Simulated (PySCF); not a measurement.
Simulated C 1s region for 1,1-bromofluoroethene (`C=C(Br)F`), binding energy against the vacuum level.

Every computed line was given a Gaussian of 0.7 eV full width at half maximum and an area set by the number of equivalent atoms; the highest printed point is 100. Computed, not measured: delta-SCF UKS SCAN, pcX-2 on the ionised atom, pcseg-1 elsewhere, spin-free X2C (PySCF).

(binding energy (eV), intensity): (289.9, 0), (290.0, 1), (290.1, 3), (290.2, 8), (290.3, 16), (290.4, 29), (290.5, 46), (290.6, 66), (290.7, 85), (290.8, 98), (290.9, 100), (291.0, 92), (291.1, 75), (291.2, 55), (291.3, 36), (291.4, 21), (291.5, 11), (291.6, 5), (291.7, 2), (291.8, 1), (291.9, 0), (292.0, 0), (292.1, 0), (292.2, 0), (292.3, 0), (292.4, 0), (292.5, 0), (292.6, 0), (292.7, 0), (292.8, 0), (292.9, 0), (293.0, 0), (293.1, 0), (293.2, 0), (293.3, 0), (293.4, 1), (293.5, 2), (293.6, 5), (293.7, 10), (293.8, 19), (293.9, 34), (294.0, 52), (294.1, 73), (294.2, 90), (294.3, 100), (294.4, 98), (294.5, 87), (294.6, 69), (294.7, 48), (294.8, 30), (294.9, 17), (295.0, 9), (295.1, 4), (295.2, 2), (295.3, 1)

Problem. How many maxima does the curve show, and how many computed lines lie under it?

Solution. The curve has 2 maxima (at 290.9 and 294.3 eV). Under it lie 2 lines from 2 inequivalent carbon sites.

Problem. Decompose the envelope and assign each component. Numbering: `[CH2:1]=[C:2]([F:3])[Br:4]`.

Solution. 
| position (eV) | relative area | line | atoms | environment |
| --- | --- | --- | --- | --- |
| 290.87 | 1 | C 1s | C1 | terminal =CH2 carbon |
| 294.34 | 1 | C 1s | C2 | vinylic C–F carbon |

Problem. What are the centre and the root-mean-square width of the whole band?

Solution. The area-weighted mean of the lines is 292.61 eV. Their own spread about it is 1.73 eV (rms) and each Gaussian has σ = 0.7/2.355 = 0.30 eV; the variances add, which gives 1.76 eV.

Problem. Above which line width would these two lines show one maximum?

Solution. Two equal Gaussians merge once their distance is under 2σ = FWHM/1.177. With 3.47 eV between them that is a full width over 4.09 eV.

The listed C 1s values span 3.47 eV, from C1 (bonded to C (double bond) and 2 H) to C2 (bonded to F, Br and C (double bond)). Summing the Pauling electronegativity differences to the bonded atoms, each weighted by its formal bond order, gives -0.70 for the lowest site and +1.84 for the highest.

No satellites, vibrations or lifetime broadening are included. Spin contamination (⟨S²⟩ against 0.75 for a pure doublet) is marked for C 1s of C2 (0.85), which makes this value less certain. Isolated species at its PBE0-D3(BJ)/def2-SVP geometry, gas phase.
